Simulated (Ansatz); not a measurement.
Reaction (ligand exchange at a B–C bond): `CB(N)S` + `O[SiH3]` → `NB(S)O[SiH3]` + CH₄

Gas-phase electronic energies from Ansatz, PBE0-D4/def2-TZVP geometries. CCSD(T)/CBS is the MP2 limit (def2-TZVPP, def2-QZVPP) plus CCSD(T) − MP2 in def2-TZVPP, frozen cores. This one scheme is used for every species. DFT in def2-TZVPP. B3LYP here is the variant with VWN-RPA as its local correlation; programs differ in this. HSE06 is defined as in plane-wave codes. One conformer a species, not always the lowest.

Q: Is it downhill or uphill in electronic energy at CCSD(T)/CBS, and by how much? (Best estimate.)

A: Ansatz gave: Downhill: ΔE = -112.6 kJ/mol.

Q: What do these levels give: ωB97X-V, PBE-QIDH, B3LYP, HSE06, BHLYP, LC-ωPBE, MP2/def2-SVP, CCSD/def2-SVP, CCSD(T)/def2-SVP, HF/def2-TZVPP, SCS-MP2/def2-TZVPP, SCS-MP2/def2-QZVPP? (Best estimate.)

A: The calculation gave: ωB97X-V -113.1, PBE-QIDH -111.7, B3LYP -114.4, HSE06 -107.1, BHLYP -119.6, LC-ωPBE -108.6, MP2/def2-SVP -126.3, CCSD/def2-SVP -126.1, CCSD(T)/def2-SVP -125.9, HF/def2-TZVPP -126.0, SCS-MP2/def2-TZVPP -115.2, SCS-MP2/def2-QZVPP -114.8 kJ/mol.

Largest T1 diagnostic among the species: 0.012.

At CCSD(T), def2-SVP lies −13.3 kJ/mol from the extrapolated value and def2-TZVPP −1.0 kJ/mol. The D4 term adds −4.8 kJ/mol with B3LYP and −2.8 kJ/mol with PBE0; it sums over pairs of atoms, weighted by their polarisabilities, and B3LYP, whose exchange is more repulsive, gets the larger term. From BLYP to BHLYP (50 % exact exchange), in def2-TZVPP and without D4, ΔE moves by −7.8 kJ/mol.
